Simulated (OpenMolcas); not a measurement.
**Multiconfigurational calculation on As³⁺**

Input:

```
&GATEWAY
Coord
1

As 0.0 0.0 0.0
Basis=ANO-RCC-VQZP
Group=XYZ
NoMove
AngMom=0.0 0.0 0.0
AMFI
&SEWARD
* reference wave functions (RASSCF and RASSI steps not shown): 2 electrons in 9 orbitals (RAS2 4s 4p; RAS3 4d, at most 2 electrons)
>>> COPY JOB001 $Project.JobIph
&CASPT2
Multistate=3 1 2 3
Frozen=3 6
IPEA=0.25
Imaginary=0.3
MaxIter=60
WThr=0.0 0.3 0.05
PrWF=0.5
NoMix
>>> COPY JOB002 $Project.JobIph
&CASPT2
Multistate=7 1 2 3 4 5 6 7
Frozen=3 6
IPEA=0.25
Imaginary=0.3
MaxIter=60
WThr=0.0 0.3 0.05
PrWF=0.5
NoMix
>>> COPY JOB003 $Project.JobIph
&CASPT2
Multistate=3 1 2 3
Frozen=3 6
IPEA=0.25
Imaginary=0.3
MaxIter=60
WThr=0.0 0.3 0.05
PrWF=0.5
NoMix
...
```

Output, cut to the results:

```
--- CASPT2 ---
Orbital specifications:
      -----------------------

      Symmetry species                           1   2
                                                ag  au
      Frozen orbitals                            3   6
      Inactive orbitals                          5   0
      Active orbitals                            6   3
      Secondary orbitals                        22  23
      Deleted orbitals                           0   0
      Number of basis functions                 36  32
Type of calculation                        MS-CASPT2
      Fock operator                              state-specific
      IPEA shift                                 0.25
      Real shift                                 0.00
      Imaginary shift                            0.30
      The input orbitals will be transformed to quasi-canonical
Reference energy:       -2256.1508722281
      E2 (Non-variational):      -0.0742301642
      Shift correction:          -0.0001863905
      E2 (Variational):          -0.0744165547
      Total energy:           -2256.2252887828
      Residual norm:              0.0000001270
      Reference weight:           0.98884
      Contributions to the CASPT2 correlation energy
      Active & Virtual Only:         -0.0011114646
      One Inactive Excited:          -0.0186334034
      Two Inactive Excited:          -0.0544852962
Reference energy:       -2256.1508722281
      E2 (Non-variational):      -0.0742301617
      Shift correction:          -0.0001863904
      E2 (Variational):          -0.0744165522
      Total energy:           -2256.2252887803
      Residual norm:              0.0000001270
      Reference weight:           0.98884
      Contributions to the CASPT2 correlation energy
      Active & Virtual Only:         -0.0011114645
      One Inactive Excited:          -0.0186334011
      Two Inactive Excited:          -0.0544852962
::    CASPT2 Root  1     Total energy:  -2256.22528878
::    CASPT2 Root  2     Total energy:  -2256.22528878
::    CASPT2 Root  3     Total energy:  -2256.22528878
::    MS-CASPT2 Root  1     Total energy:  -2256.22528878
::    MS-CASPT2 Root  2     Total energy:  -2256.22528878
::    MS-CASPT2 Root  3     Total energy:  -2256.22528878
--- CASPT2 ---
Orbital specifications:
      -----------------------

      Symmetry species                           1   2
                                                ag  au
      Frozen orbitals                            3   6
      Inactive orbitals                          5   0
      Active orbitals                            6   3
      Secondary orbitals                        22  23
      Deleted orbitals                           0   0
      Number of basis functions                 36  32
Type of calculation                        MS-CASPT2
      Fock operator                              state-specific
      IPEA shift                                 0.25
      Real shift                                 0.00
      Imaginary shift                            0.30
      The input orbitals will be transformed to quasi-canonical
Reference energy:       -2256.9638490255
      E2 (Non-variational):      -0.0834977031
      Shift correction:          -0.0002333177
      E2 (Variational):          -0.0837310208
      Total energy:           -2257.0475800463
      Residual norm:              0.0000000659
      Reference weight:           0.98698
      Contributions to the CASPT2 correlation energy
      Active & Virtual Only:         -0.0056462851
      One Inactive Excited:          -0.0224787346
      Two Inactive Excited:          -0.0553726834
Reference energy:       -2256.1724556367
      E2 (Non-variational):      -0.0703511666
      Shift correction:          -0.0002131368
      E2 (Variational):          -0.0705643034
      Total energy:           -2256.2430199400
      Residual norm:              0.0000001805
      Reference weight:           0.98931
      Contributions to the CASPT2 correlation energy
      Active & Virtual Only:         -0.0014958000
      One Inactive Excited:          -0.0149465513
      Two Inactive Excited:          -0.0539088153
::    CASPT2 Root  1     Total energy:  -2257.04758005
::    CASPT2 Root  2     Total energy:  -2256.24301994
::    CASPT2 Root  3     Total energy:  -2256.24301497
::    CASPT2 Root  4     Total energy:  -2256.24301547
::    CASPT2 Root  5     Total energy:  -2256.24301298
::    CASPT2 Root  6     Total energy:  -2256.24301280
::    CASPT2 Root  7     Total energy:  -2256.09190854
::    MS-CASPT2 Root  1     Total energy:  -2257.04783615
::    MS-CASPT2 Root  2     Total energy:  -2256.24306293
::    MS-CASPT2 Root  3     Total energy:  -2256.24304285
::    MS-CASPT2 Root  4     Total energy:  -2256.24302841
::    MS-CASPT2 Root  5     Total energy:  -2256.24298579
::    MS-CASPT2 Root  6     Total energy:  -2256.24295622
::    MS-CASPT2 Root  7     Total energy:  -2256.09165239
--- CASPT2 ---
Orbital specifications:
      -----------------------

      Symmetry species                           1   2
                                                ag  au
      Frozen orbitals                            3   6
      Inactive orbitals                          5   0
      Active orbitals                            6   3
      Secondary orbitals                        22  23
      Deleted orbitals                           0   0
      Number of basis functions                 36  32
Type of calculation                        MS-CASPT2
      Fock operator                              state-specific
      IPEA shift                                 0.25
      Real shift                                 0.00
      Imaginary shift                            0.30
      The input orbitals will be transformed to quasi-canonical
Reference energy:       -2256.6283109314
      E2 (Non-variational):      -0.0747699754
      Shift correction:          -0.0001706795
      E2 (Variational):          -0.0749406549
...
```

Levels above the lowest, from the spin-orbit matrix with the single-state CASPT2 energies, averaged by term, on its diagonal:

```json
{"Configuration": "4s2", "Term": "1S", "J": "0", "E (cm-1)": "0.0", "Measured (cm-1)": "0.0", "g": "", "Term weight %": "100"}
{"Configuration": "4s 4p", "Term": "3P*", "J": "0", "E (cm-1)": "73475", "Measured (cm-1)": "", "g": "", "Term weight %": "100"}
{"Configuration": "4s 4p", "Term": "3P*", "J": "1", "E (cm-1)": "74474", "Measured (cm-1)": "76962", "g": "1.500", "Term weight %": "100"}
{"Configuration": "4s 4p", "Term": "3P*", "J": "2", "E (cm-1)": "76622", "Measured (cm-1)": "79492", "g": "1.501", "Term weight %": "100"}
{"Configuration": "4s 4p", "Term": "1P*", "J": "1", "E (cm-1)": "112161", "Measured (cm-1)": "112022", "g": "1.001", "Term weight %": "100"}
{"Configuration": "4p2", "Term": "1D", "J": "2", "E (cm-1)": "176288", "Measured (cm-1)": "", "g": "1.027", "Term weight %": "95"}
{"Configuration": "4p2", "Term": "3P", "J": "0", "E (cm-1)": "178205", "Measured (cm-1)": "", "g": "", "Term weight %": "99"}
{"Configuration": "4p2", "Term": "3P", "J": "1", "E (cm-1)": "179461", "Measured (cm-1)": "181468", "g": "1.501", "Term weight %": "100"}
{"Configuration": "4p2", "Term": "3P", "J": "2", "E (cm-1)": "181782", "Measured (cm-1)": "184394", "g": "1.474", "Term weight %": "95"}
```

Against the 5 measured excited levels shown (Moore, Atomic Energy Levels, vol. II, NSRDS-NBS 35 (1971 reprint of NBS Circular 467, 1952)) the mean absolute deviation is 2000 cm-1; the largest miss in energy is 4s 4p 3P* 2: computed 76622, measured 79492 cm-1 (-3.6 %).

Active for correlation alone: 4d; no level in the range computed is led by a configuration that fills it, so any true level of that kind is missing. Some terms mix strongly with configurations of 4d, whose occupation reaches 0.25 (4p2 1D). Computed and measured levels are paired by configuration, term and J; levels that our copy of the source lacks, or whose pairing is in doubt (as where it misses far off the trend of its configuration), stay unpaired and out of the deviations. Only configurations of the active space appear. The first state left out of the spin-orbit step lies near 240000 cm-1 above the lowest spin-free state of the reference (among the parities and spins computed), and the list stops at four fifths of that energy or lower.

The term weight is that of the spin-free term in the level, not the purity of its configuration. * marks odd parity.
